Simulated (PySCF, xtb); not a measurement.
SiBr2, SMILES [Si](Br)Br (connectivity only; charge and spin as stated), neutral, multiplicity 1.

Harmonic wavenumbers (cm⁻¹) from GFN2-xTB in xtb 6.7.1 at its own minimum, in rising order: 115, 356, 364.

### Question
What does PySCF with PBE-D3(BJ)/def2-TZVP give at its own minimum? (Estimate from the structure and the level; the computed values follow.)

### Answer
116, 388, 389. Paired by order, the mean absolute difference is 19 cm⁻¹ and the zero-point energies are 1.2 and 1.3 kcal/mol.
